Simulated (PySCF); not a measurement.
## Telling isomers of C$_{5}$HF$_{3}$N$_{2}$O apart by NMR

[PySCF: structure optimised with GFN2-xTB; shielding tensors at PBE0/pcSseg-1 (GIAO); no solvent model; relativity neglected; one conformer; rapidly exchanging positions averaged]

Scale: ¹H (σ = 31.72 ppm) and ¹³C (σ = 186.93 ppm) against TMS (reference shieldings calculated alike). Splittings of carbon signals by F and P are missing where no couplings were computed. Where no couplings were computed, multiplicities follow the n + 1 count of equivalent neighbours, and m marks all less simple cases (inequivalent or close neighbours, rings, F or P nearby). Shifts are as computed. Against solution values, carbons near 30 ppm lie about +3 ppm off and those near 130 ppm about +5 ppm. Of 1211 compounds with measured shifts, 218 miss one by over three times the rms of a fit or turn the order of signals round; such compounds aren't used in these exercises.

(1) Tabulate the signals of `N#C/C=C(\C#N)OC(F)(F)F`, `C#Cc1nnc(C(F)(F)F)o1` and their relative energies.

(2) What is the quickest way to tell N#C/C=C(\C#N)OC(F)(F)F from C#Cc1nnc(C(F)(F)F)o1?

Results:

(1) 
| SMILES | carbon types | δC | δH | E rel. (kcal/mol) |
| --- | --- | --- | --- | --- |
| N#C/C=C(\C#N)OC(F)(F)F | 4×C 1×CH | 145.0, 129.1, 116.5, 115.3, 106.0 | 5.95 (s, 1H) | 0.0 |
| C#Cc1nnc(C(F)(F)F)o1 | 4×C 1×CH | 161.3, 158.2, 126.4, 99.1, 73.1 | 3.34 (s, 1H) | 26.6 |

Energies are electronic energies at PBE0/pcSseg-1 on these geometries, without zero-point or thermal terms, each for the one conformer computed, which needn't be the lowest.

(2) Both give the same number of carbon signals, with the same numbers of each carbon type, so the positions decide. The first has an alkene carbon bearing oxygen (C) at 145.0 ppm, the second an alkyne carbon (C) at 73.1 ppm. Their most deshielded carbons lie at 145.0 and 161.3 ppm. In the proton spectra the most deshielded non-exchanging signals are 5.95 (s, 1H) and 3.34 (s, 1H).
